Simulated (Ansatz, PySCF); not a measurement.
Dimer: HCl (SMILES Cl) (first 2 atoms) with Si2H6 (SMILES [SiH3][SiH3]); geometry from B3LYP-D3(BJ)/def2-TZVP, rigid monomers moved along the line of their centres of mass till H2···H10 is 1.78 Å.
(charge 0, multiplicity 1):
```xyz
10

Cl     1.0490     0.6438    -0.3519
H     -0.0039     0.9067     0.3381
Si     1.0213    -0.5546     3.1759
Si    -1.0620     0.5046     2.9746
H      2.1147     0.4130     2.9308
H      1.1227    -1.6741     2.2123
H      1.1481    -1.0893     4.5539
H     -1.1793     1.6311     3.9309
H     -2.1690    -0.4513     3.2153
H     -1.2469     1.0626     1.6063
```

Interaction energies are E(AB) − E(A) − E(B) at the monomers' geometry in the complex; basis-set methods are counterpoise corrected. Rows marked so take none.

Rows in 3-21G, 6-311+G** carry no dispersion term and start afresh at each structure.

Programs: Ansatz (a program for electronic structure) with Gaussian orbitals; PySCF for 3-21G rows, 6-311+G** rows, the dispersion terms. 

Q: One of these levels gives 0.83 kcal/mol for the interaction energy. Which one is it?
A. HF/3-21G (no counterpoise)
B. B3LYP/6-311+G** (no counterpoise)
C. HF/aug-cc-pV(D+d)Z
D. B3LYP-D3(BJ)/def2-TZVPPD

A: B, B3LYP/6-311+G** (no counterpoise). The others give 1.26 (HF/3-21G (no counterpoise)), 2.87 (HF/aug-cc-pV(D+d)Z), -1.80 (B3LYP-D3(BJ)/def2-TZVPPD)
